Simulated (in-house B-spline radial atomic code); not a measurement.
## RPA and G0W0 on B3LYP (VWN-RPA): I VII (I6+)

Configuration [Kr] 4d10 5s1, highest spin, mean-field start B3LYP (VWN-RPA). Computed with an all-electron radial atomic-structure program (B-spline basis): all electrons, scalar-relativistic (spin-free one-electron X2C), finite nucleus, each spin shell either full or empty, empty states to l = 9 with an (l + 1/2)⁻⁴ tail; G0W0 by contour deformation at full frequency.

Command:
```bash
python run_gw.py task.json out
```
Settings (radii: box in bohr, nucleus in fm):
```
Z                        53
electrons                47
configuration            [Kr] 4d10 5s1
hamiltonian              x2c
method                   b3lyp
lmax                     9
rms_radius               4.75
spin_polarised           True
box_radius               9.29
intervals                66
ion_configuration        [Kr] 4d10
```

Cost of the run: 12 s on 1 thread of Arm Neoverse N1, on a shared host.

Energies (hartree):

| term | value |
| --- | --- |
| mean-field total | -7107.47091 |
| Hartree-Fock functional on these orbitals | -7104.70714 |
| direct second order | -4.1864 |
| second-order exchange | 1.1594 |
| SOSEX correction | 1.0904 |

(1) What is the RPA correlation energy, and what remains with SOSEX?

Quasi-particle levels (eV):

```json
{"level": "5s up", "occupied": "yes", "mean field": "-83.58", "Σx - vxc": "-2.61", "Σc": "?", "QP weight": "?", "G0W0": "?"}
{"level": "4d down", "occupied": "yes", "mean field": "-126.34", "Σx - vxc": "-9.39", "Σc": "0.35", "QP weight": "0.959", "G0W0": "-135.38"}
{"level": "4d up", "occupied": "yes", "mean field": "-126.66", "Σx - vxc": "-9.46", "Σc": "0.36", "QP weight": "0.951", "G0W0": "-135.76"}
{"level": "5s down", "occupied": "no", "mean field": "-79.93", "Σx - vxc": "8.04", "Σc": "-2.99", "QP weight": "0.963", "G0W0": "-74.87"}
```

G0W0 = mean field + (Σx - vxc) + Σc, with Σc (partial-wave tail included) taken at the quasi-particle energy. Only the outer levels were computed. Levels of low weight are left out.

(2) Where does G0W0 put 5s up?

(3) What does it cost to remove one electron (to [Kr] 4d10) by differences of total energies, each species on its own start (correlation terms add to the Hartree-Fock functional)?

## Answers

(1) RPA gives -3.7393 hartree (-2.16 eV per electron); RPA + SOSEX gives -2.6489, and the second-order doubles -3.027 hartree (no singles). SOSEX takes back 29 % of the RPA value.

(2) At -88.48 eV, with Σc = -2.29 eV and a quasi-particle weight of 0.974. The tabulated removal energy is 87.61 ± 0.06 eV (NIST, semi-empirical); the calculation leaves out spin-orbit coupling, Breit and QED terms, and what these don't explain is the method's own error.

(3) B3LYP (VWN-RPA) 88.61 eV, Hartree-Fock functional 85.94 eV, + RPA 88.21 eV, + RPA + SOSEX 87.50 eV, + second order 88.45 eV. Tabulated: 87.61 ± 0.06 eV (NIST, semi-empirical); the calculation leaves out spin-orbit coupling, Breit and QED terms, and what these don't explain is the method's own error.
